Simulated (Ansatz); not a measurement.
Stepwise reaction of `[Cl][GeH3]` with hydrogen chloride, as a gas-phase model of exchange steps in deposition or etching. ΔE in kJ/mol; ΔG adds harmonic PBE0-D4 terms to CCSD(T)/CBS, at 1 bar.

Program: Ansatz. Geometries: PBE0-D4/def2-TZVP. ΔE: electronic, gas phase. CBS: MP2 limit from def2 TZ/QZ plus the TZ coupled-cluster correction, frozen cores. This one scheme is used for every species. DFT in def2-TZVPP. B3LYP here is the variant with VWN-RPA as its local correlation; programs differ in this. For Ge outer-core shells are correlated without core-valence functions, which leaves a few kJ/mol of doubt a bond. Scalar relativity is left out up to krypton.

```json
{"step": "2", "reaction": "`[Cl][GeH2][Cl]` + HCl → `[Cl][GeH]([Cl])[Cl]` + H₂", "PBE-D4": "-53.6", "B3LYP-D4": "-52.5", "ωB97M-V": "-51.2", "CCSD(T)/CBS": "-49.6", "ΔG(400 K)": "-43.7"}
{"step": "3", "reaction": "`[Cl][GeH]([Cl])[Cl]` + HCl → `[Cl][Ge]([Cl])([Cl])[Cl]` + H₂", "PBE-D4": "-45.6", "B3LYP-D4": "-45.1", "ωB97M-V": "-43.3", "CCSD(T)/CBS": "-41.3", "ΔG(400 K)": "-31.9"}
```

(1) Give the row of step 1, `[Cl][GeH3]` + HCl → `[Cl][GeH2][Cl]` + H₂. (An estimate is asked.)

(2) By hand: ΔE of the 3 steps together at CCSD(T)/CBS.

Answers

(1) Ansatz gave: 
```json
{"step": "1", "reaction": "`[Cl][GeH3]` + HCl → `[Cl][GeH2][Cl]` + H₂", "PBE-D4": "-55.2", "B3LYP-D4": "-54.6", "ωB97M-V": "-53.6", "CCSD(T)/CBS": "-52.3", "ΔG(400 K)": "-49.1"}
```

(2) (-52.3) + (-49.6) + (-41.3) = -143.2 kJ/mol, or -47.7 kJ/mol a step.

In ΔE each step is higher than the one before. All are downhill at CCSD(T)/CBS. ΔG lies between -49.1 and -31.9 kJ/mol a step. PBE-D4 differs from CCSD(T)/CBS by -4.3 to -2.9 kJ/mol a step. Isolated molecules leave out the surface, adducts and barriers. Largest T1 diagnostic: 0.010.
